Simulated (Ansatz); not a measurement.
`[SiH3][SiH2][SiH2][GeH2][SiH2][SiH3]` + `C1[SiH2][AsH]1` → `[SiH3][As]1C[SiH2]1` + `[SiH3][SiH2][GeH2][SiH2][SiH3]`  (cleavage of the Si–Si bond)

Computed with Ansatz on PBE0-D4/def2-TZVP structures; ΔE is electronic, products minus reactants. CBS: MP2 limit from def2 TZ/QZ plus the TZ coupled-cluster correction, frozen cores. For As, Ge outer-core shells are correlated without core-valence functions, which leaves a few kJ/mol of doubt a bond. Scalar relativity is left out up to krypton. Each species was taken in one conformer, which may not be the lowest.

`[SiH3][SiH2][SiH2][GeH2][SiH2][SiH3]`:

Z-matrix (Å, degrees):
```
Si
Si 1 2.339
H 1 1.488 2 109.9
H 1 1.487 2 111.7 3 -120.8
H 1 1.488 2 109.3 3 118.6
Si 2 2.336 1 109.0 3 -48.7
H 2 1.490 1 109.9 3 -171.0
H 2 1.490 1 110.0 3 70.0
Ge 6 2.382 2 109.2 1 55.5
H 6 1.490 2 110.6 1 175.2
H 6 1.490 2 109.9 1 -65.1
Si 9 2.385 6 111.2 2 49.6
H 9 1.541 6 109.6 2 -71.3
H 9 1.542 6 109.7 2 170.9
Si 12 2.339 9 112.6 6 -82.9
H 12 1.490 9 109.2 6 156.7
H 12 1.490 9 109.0 6 39.1
H 15 1.488 12 110.1 9 -174.4
H 15 1.487 12 111.0 9 65.5
H 15 1.487 12 109.8 9 -54.7
```

`C1[SiH2][AsH]1`:

Z-matrix (Å, degrees):
```
C
As 1 2.046
Si 1 1.843 2 72.9
H 1 1.086 2 110.5 3 -114.3
H 1 1.084 2 114.8 3 116.9
H 2 1.526 1 92.8 3 -86.7
H 3 1.479 1 118.2 2 109.1
H 3 1.480 1 117.5 2 -108.2
```

`[SiH3][As]1C[SiH2]1`:

Z-matrix (Å, degrees):
```
Si
As 1 2.355
H 1 1.487 2 109.9
H 1 1.488 2 109.7 3 119.2
H 1 1.490 2 111.2 3 -121.2
C 2 2.056 1 94.2 3 146.0
Si 2 2.310 1 92.0 3 96.4
H 6 1.086 2 110.5 1 156.4
H 6 1.085 2 115.5 1 26.9
H 7 1.480 2 117.6 1 -159.6
H 7 1.479 2 121.2 1 -12.5
```

`[SiH3][SiH2][GeH2][SiH2][SiH3]`:

```xyz
17

Si   -2.554   -0.655   -0.401
Si   -0.770   -1.733    0.655
Ge    1.233   -1.319   -0.565
Si    1.432    1.023   -0.958
Si    1.135    2.174    1.053
H    -2.690   -1.154   -1.796
H    -3.837   -0.884    0.317
H    -2.289    0.809   -0.449
H    -1.034   -3.196    0.753
H    -0.609   -1.193    2.034
H     2.454   -1.819    0.230
H     1.194   -2.081   -1.904
H     0.377    1.433   -1.926
H     2.761    1.346   -1.550
H    -0.209    1.860    1.608
H     1.241    3.645    0.862
H     2.163    1.742    2.037
```

| species | CCSD(T)/CBS(def2) energy (Eh) |
| --- | --- |
| `[SiH3][SiH2][SiH2][GeH2][SiH2][SiH3]` | -3529.92243 |
| `C1[SiH2][AsH]1` | -2565.12158 |
| `[SiH3][As]1C[SiH2]1` | -2855.41741 |
| `[SiH3][SiH2][GeH2][SiH2][SiH3]` | -3239.63817 |

(1) Work out ΔE.

Largest T1 diagnostic among the species: 0.013.

Results:

(1) ΔE = (-2855.41741) + (-3239.63817) − (-3529.92243) − (-2565.12158) = -0.01157 Eh = -30.4 kJ/mol.

The D4 term adds +3.2 kJ/mol with B3LYP and +2.6 kJ/mol with PBE0; it sums over pairs of atoms, weighted by their polarisabilities, and B3LYP, whose exchange is more repulsive, gets the larger term. From BLYP to BHLYP (50 % exact exchange), in def2-TZVPP and without D4, ΔE moves by −3.2 kJ/mol.

B3LYP here is the variant with VWN-RPA as its local correlation; programs differ in this.
